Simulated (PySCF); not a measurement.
Vertical excitations of a molecule C2H8GeO from TDDFT-PBE/def2-SVPD run with PySCF 2.14.0, as energy in eV (oscillator strength): 6.08 (0.041), 6.65 (0.004), 6.86 (0.012), 7.11 (0.024), 7.28 (0.019), 7.48 (0.005), 7.54 (0.000), 7.83 (0.024), 7.83 (0.048), 7.89 (0.048). Lowest triplet (TDA): 5.84 eV. Coordinates come from a PBE0-D3(BJ)/def2-SVP optimisation. One conformer was computed; it need not be the lowest.

Question: Which molecule gave these data?
A) C[C@@H](O)[GeH3]
B) CC[O][GeH3]
C) [CH3][GeH]([CH3])[OH]
D) OC[CH2][GeH3]

Answer: C, [CH3][GeH]([CH3])[OH]
